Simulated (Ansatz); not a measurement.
Reaction (cleavage of the Si–Si bond): `[SiH3][SiH2]N[SiH2]Cl` + `[OH][Al]([SH])[Cl]` → `[SiH3][O][Al]([SH])[Cl]` + `[SiH3]N[SiH2]Cl`

Gas-phase electronic energies from Ansatz, PBE0-D4/def2-TZVP geometries. CCSD(T)/CBS adds triple-zeta CCSD(T) − MP2 to the extrapolated MP2 energy (def2 sets, frozen cores). Functionals use def2-TZVPP. B3LYP here is the variant with VWN-RPA as its local correlation; programs differ in this. Each species was taken in one conformer, which may not be the lowest.

`[SiH3][SiH2]N[SiH2]Cl`:

Cartesian coordinates in Å:
```
Si 0.437 1.526 -1.238
Si 1.329 -0.388 -0.222
N 0.222 -1.040 0.952
Si -1.432 -0.667 1.144
Cl -2.660 -1.674 -0.175
H 0.240 2.625 -0.257
H 1.419 1.971 -2.264
H -0.857 1.232 -1.908
H 2.617 -0.048 0.444
H 1.646 -1.389 -1.281
H 0.542 -1.866 1.441
H -1.626 0.772 0.866
H -1.875 -1.054 2.501
```

`[OH][Al]([SH])[Cl]`:

Cartesian coordinates in Å:
```
O 0.515 1.607 -0.478
Al 0.008 0.045 -0.122
S -0.074 -0.538 1.957
Cl -0.527 -1.302 -1.631
H 0.585 1.959 -1.364
H -0.507 -1.771 1.638
```

`[SiH3][O][Al]([SH])[Cl]`:

Cartesian coordinates in Å:
```
Si 0.230 -1.716 -0.321
O -0.025 -0.136 -0.012
Al -0.650 1.344 0.435
S 0.516 3.151 0.223
Cl -2.575 1.493 1.213
H -0.893 -2.270 -1.121
H 1.494 -1.868 -1.088
H 0.341 -2.470 0.954
H 1.562 2.472 -0.283
```

`[SiH3]N[SiH2]Cl`:

```xyz
10

Si   -0.162   -1.161    1.053
N    -0.388    0.411    0.357
Si    0.120    0.950   -1.182
Cl    2.080    1.598   -1.213
H     0.269   -2.054   -0.050
H     0.870   -1.160    2.124
H    -1.432   -1.655    1.645
H    -0.696    1.137    0.990
H     0.039   -0.178   -2.132
H    -0.700    2.112   -1.593
```

```json
{"level": "LDA (SPW92)", "ΔE (kJ/mol)": "-79.8", "difference from CCSD(T)/CBS": "29.6"}
{"level": "PBE0-D4", "ΔE (kJ/mol)": "-89.8", "difference from CCSD(T)/CBS": "19.6"}
{"level": "B3LYP-D4", "ΔE (kJ/mol)": "-108.2", "difference from CCSD(T)/CBS": "1.2"}
{"level": "r2SCANh-D4", "ΔE (kJ/mol)": "-103.3", "difference from CCSD(T)/CBS": "6.1"}
{"level": "CAM-B3LYP-D4", "ΔE (kJ/mol)": "-116.2", "difference from CCSD(T)/CBS": "-6.8"}
{"level": "ωB97X-V", "ΔE (kJ/mol)": "-106.3", "difference from CCSD(T)/CBS": "3.1"}
{"level": "ωB97M-V", "ΔE (kJ/mol)": "-110.1", "difference from CCSD(T)/CBS": "-0.7"}
{"level": "PBE-QIDH", "ΔE (kJ/mol)": "-106.6", "difference from CCSD(T)/CBS": "2.8"}
{"level": "r2SCAN", "ΔE (kJ/mol)": "-102.7", "difference from CCSD(T)/CBS": "6.7"}
{"level": "r2SCANh", "ΔE (kJ/mol)": "-104.5", "difference from CCSD(T)/CBS": "4.9"}
{"level": "r2SCAN0", "ΔE (kJ/mol)": "-107.2", "difference from CCSD(T)/CBS": "2.2"}
{"level": "RPA@PBE/def2-TZVPP", "ΔE (kJ/mol)": "-113.4", "difference from CCSD(T)/CBS": "-4.0"}
{"level": "MP2/def2-SVP", "ΔE (kJ/mol)": "-115.8", "difference from CCSD(T)/CBS": "-6.4"}
{"level": "CCSD/def2-SVP", "ΔE (kJ/mol)": "-113.8", "difference from CCSD(T)/CBS": "-4.4"}
{"level": "HF/def2-TZVPP", "ΔE (kJ/mol)": "-146.8", "difference from CCSD(T)/CBS": "-37.4"}
{"level": "SCS-MP2/def2-TZVPP", "ΔE (kJ/mol)": "-124.2", "difference from CCSD(T)/CBS": "-14.8"}
{"level": "CCSD(T)/CBS", "ΔE (kJ/mol)": "-109.4", "difference from CCSD(T)/CBS": "0"}
```

Largest T1 diagnostic among the species: 0.011.

In def2-TZVPP, CCSD(T) changes the Hartree–Fock value by +36.2 kJ/mol (the triples alone add +5.0 kJ/mol) and MP2 by +29.7 kJ/mol. From PBE to PBE0 (25 % exact exchange), in def2-TZVPP and without D4, ΔE moves by −9.7 kJ/mol.
